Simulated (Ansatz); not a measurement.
`[CH3][Ga]([F])[F]` + `OBCl` → `COBCl` + `[F][GaH][F]`  (substitution at a C–Ga bond)

Program: Ansatz. Geometries: PBE0-D4/def2-TZVP. ΔE: electronic, gas phase. CCSD(T)/CBS is the MP2 limit (def2-TZVPP, def2-QZVPP) plus CCSD(T) − MP2 in def2-TZVPP, frozen cores. This one scheme is used for every species. For Ga outer-core shells are correlated without core-valence functions, which leaves a few kJ/mol of doubt a bond. Scalar relativity is left out up to krypton. One conformer a species, not always the lowest.

`[CH3][Ga]([F])[F]`:

```xyz
7

C     0.181    0.938   -0.019
Ga   -0.192   -0.960    0.010
F    -1.375   -1.725    1.044
F     0.612   -2.149   -0.987
H     0.584    1.226   -0.990
H    -0.729    1.500    0.190
H     0.919    1.170    0.751
```

`OBCl`:

Cartesian coordinates in Å:
```
O 0.264 0.476 0.912
B -0.157 -0.384 -0.026
Cl -0.118 0.046 -1.738
H 0.576 1.316 0.559
H -0.565 -1.454 0.294
```

`COBCl`:

Z-matrix (Å, degrees):
```
C
O 1 1.416
H 1 1.091 2 108.7
H 1 1.093 2 111.5 3 120.8
H 1 1.091 2 108.6 3 -118.4
B 2 1.334 1 121.8 3 -120.7
Cl 6 1.755 2 118.3 1 -180.0
H 6 1.195 2 122.7 1 0.0
```

`[F][GaH][F]`:

```xyz
4

F    -1.205    0.447    1.089
Ga   -0.019   -0.006   -0.101
F     1.529   -0.345    0.619
H    -0.305   -0.097   -1.607
```

```
            species  CCSD/CBS(def2) energy (Eh)
`[CH3][Ga]([F])[F]`                 -2163.45127
             `OBCl`                  -561.01851
            `COBCl`                  -600.25097
      `[F][GaH][F]`                 -2124.17930
```

Problem. Work out ΔE.

Solution. ΔE = (-600.25097) + (-2124.17930) − (-2163.45127) − (-561.01851) = 0.03951 Eh = +103.7 kJ/mol. CCSD(T)/CBS gives +104.7 kJ/mol.

Largest T1 diagnostic among the species: 0.015.

At CCSD(T), def2-SVP lies −17.2 kJ/mol from the extrapolated value and def2-TZVPP −5.2 kJ/mol. Leaving LDA and LC-ωPBE aside and taking each functional with its dispersion term where it has one, the values, not all of them listed here, spread over 11.8 kJ/mol, from B97M-V to PBE-QIDH. In def2-TZVPP, CCSD(T) changes the Hartree–Fock value by +14.6 kJ/mol (the triples alone add +0.9 kJ/mol) and MP2 by +21.7 kJ/mol.
